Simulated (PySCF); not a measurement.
Nitrogen: a sound run and one with changed settings

Sound run: N⁺ [He] 2s2 2p2, N²⁺ [He] 2s2 2p1. All numbers are calculated (PySCF 2.14, the non-relativistic Hamiltonian (point nucleus), in cc-pVDZ (3s2p1d, 14 functions)). In the sound run the correlated levels freeze 1s2. The sound run starts from symmetry-adapted Hartree-Fock orbitals and uses a fine grid where one is needed.

A second run was set up differently.

```csv
species,method,sound run (hartree),changed run (hartree),converged
N⁺,MP2,-53.93437,-53.93587,yes
N⁺,CCSD(T),-53.95698,-53.95830,yes
N²⁺,MP2,-52.85142,-52.85292,yes
N²⁺,CCSD(T),-52.88050,-52.88171,yes
```

Ionisation energy of N⁺:

```json
{"method": "UHF", "sound run (eV)": "29.247", "changed run (eV)": "29.247"}
{"method": "MP2", "sound run (eV)": "29.469", "changed run (eV)": "29.469"}
{"method": "SCS-MP2", "sound run (eV)": "29.364", "changed run (eV)": "29.362"}
{"method": "CCSD", "sound run (eV)": "29.287", "changed run (eV)": "29.290"}
{"method": "CCSD(T)", "sound run (eV)": "29.292", "changed run (eV)": "29.295"}
```

Q: What was changed?
A. too few SCF iterations
B. level shift left on
C. minimal basis
D. all electrons correlated in a valence basis

A: D. A valence basis has no tight correlating functions, so it recovers only part of the core correlation, and not evenly between atom and ion.
